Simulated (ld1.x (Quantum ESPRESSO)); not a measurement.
**Logarithmic derivatives: hydrogen, PAW**

ld1.x (Quantum ESPRESSO) 7.5 input, shortened:

```
&input
   title='H', zed=1., rel=0, dft='PBE', iswitch=3,
   config='1s1 2p-2'
 /
 &inputp
   pseudotype=3, lpaw=.true., tm=.true., lloc=-1, rcloc=0.85,
   nlcc=.false.,
   which_augfun='PSQ', rmatch_augfun_nc=.true.
 /
3
1S  1  0   1.00   0.00  1.20  1.35  0.0
1S  1  0   0.00   3.15  1.20  1.35  0.0
2P  2  1  -2.00   0.15  0.80  1.05  0.0
 &test
   configts(1)='1s1'
 /
```

The phase is arctan(r·u′/u) with u = r·R(r), unwrapped; energies in Ry, scanned from -2 to 5 Ry. A pole is an energy at which the radial function vanishes at the test radius. The pseudo phase is shifted by a multiple of π to meet the all-electron one at the reference energy, and phase errors are pseudo minus all-electron; the curves can meet again beyond the range given. Levels narrower than the energy grid can be missing from the lists of poles.

```json
{"channel": "s", "radius (bohr)": "1.50", "reference energy (Ry)": "-0.48", "poles, all-electron": "1.46", "poles, pseudo": "1.46", "unbroken range about the reference energy with phases within 0.05 rad": "the whole range", "phase error 1 Ry above the reference energy (rad)": "-0.000"}
{"channel": "p", "radius (bohr)": "1.50", "reference energy (Ry)": "0.15", "poles, all-electron": "none", "poles, pseudo": "none", "unbroken range about the reference energy with phases within 0.05 rad": "the whole range", "phase error 1 Ry above the reference energy (rad)": "+0.000"}
```

Phases in the s channel:

```json
{"E (Ry)": "-2.00", "all-electron": "0.937", "pseudo": "0.937"}
{"E (Ry)": "-1.52", "all-electron": "0.758", "pseudo": "0.758"}
{"E (Ry)": "-1.04", "all-electron": "0.406", "pseudo": "0.406"}
{"E (Ry)": "-0.56", "all-electron": "-0.261", "pseudo": "-0.261"}
{"E (Ry)": "-0.08", "all-electron": "-0.916", "pseudo": "-0.916"}
{"E (Ry)": "0.40", "all-electron": "-1.262", "pseudo": "-1.262"}
{"E (Ry)": "0.88", "all-electron": "-1.442", "pseudo": "-1.442"}
{"E (Ry)": "1.36", "all-electron": "-1.552", "pseudo": "-1.552"}
{"E (Ry)": "1.84", "all-electron": "-1.631", "pseudo": "-1.631"}
{"E (Ry)": "2.32", "all-electron": "-1.696", "pseudo": "-1.696"}
{"E (Ry)": "2.80", "all-electron": "-1.754", "pseudo": "-1.754"}
{"E (Ry)": "3.28", "all-electron": "-1.812", "pseudo": "-1.812"}
{"E (Ry)": "3.76", "all-electron": "-1.875", "pseudo": "-1.875"}
{"E (Ry)": "4.24", "all-electron": "-1.950", "pseudo": "-1.950"}
{"E (Ry)": "4.72", "all-electron": "-2.048", "pseudo": "-2.048"}
```
